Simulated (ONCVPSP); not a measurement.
# Au (Z = 79): one change to an ONCV potential, before and after

- Element: gold (Au)
- Generator: ONCVPSP 4.0.1
- Type: optimised norm-conserving Vanderbilt (ONCV)
- Functional: PBEsol
- Relativity: scalar-relativistic
- Frozen core: [Xe] 4f14
- Valence charge: 11
- Reference configuration: 5d10 6s1
- Partial waves: 6s: rc 2.40 bohr, ncon 4, nbas 8, qcut 2.6 1/bohr, 2 projectors, debl 3.6 Ha; p scattering state at 0.03 Ha: rc 2.20 bohr, ncon 4, nbas 9, qcut 3.7 1/bohr, 2 projectors, debl 2.4 Ha; 5d: rc 2.10 bohr, ncon 3, nbas 8, qcut 7.8 1/bohr, 2 projectors, debl 0.7 Ha; f scattering state at 0.1 Ha: rc 2.10 bohr, ncon 4, nbas 9, qcut 5 1/bohr, local
- Local potential: the f channel
- Core correction: none

Change: s: qcut 3.1.

Cutoffs: the cutoffs (Ha) at which the residual kinetic energy of the hardest occupied pseudo-wave falls to 1 and 0.1 mHa per electron; they do not see the model core or the augmentation charge, which bear on the density cutoff. Errors are all-electron minus pseudo energies relative to the spin-unpolarised reference configuration.

Problem. What does the change do?

Solution. The potential gets softer (19 Ha and 27 Ha → 19 Ha and 22 Ha); both files keep a bound ghost (p, s); of the 4 tests that both files solve, the error grows in 1 and shrinks in 2 by more than 15 % and 0.3 meV (median size 17.6 → 18.8 meV).

| quantity | base | changed |
| --- | --- | --- |
| cutoff, loose | 19 Ha | 19 Ha |
| cutoff, tight | 27 Ha | 22 Ha |
| loose cutoff by channel | s 7.7 Ha, d 19 Ha | s 4.4 Ha, d 19 Ha |
| bound ghosts | s, p | s, p |
| GHOST(+) flags under 300 eV | p at 69.9 eV | p at 69.9 eV |
| error for 5d10 6s0, meV [ΔE 9.44 eV] | -5.2 | -8.3 |
| error for 5d9 6s0, meV [ΔE 30.68 eV] | -7.3 | -1.0 |
| error for 5d8 6s0, meV [ΔE 64.59 eV] | -64 | -44 |
| error for 5d9 6s1 6p1, meV [ΔE 7.56 eV] | -28 | -29 |
| s: phases at 2.44 bohr within 0.05 rad from the reference energy up to (Ha; the scan ends near 5) | n/a | to the end of the scan |
| p: phases at 2.23 bohr within 0.05 rad from the reference energy up to (Ha; the scan ends near 5) | 2.6 | 2.6 |
| d: phases at 2.14 bohr within 0.05 rad from the reference energy up to (Ha; the scan ends near 5) | to the end of the scan | to the end of the scan |
| f: phases at 2.14 bohr within 0.05 rad from the reference energy up to (Ha; the scan ends near 5) | 3.1 | 3.1 |

 A true bound ghost makes a file unfit for plane-wave use even where its test errors are small: the radial tests pick states by their node count and pass the ghost by.
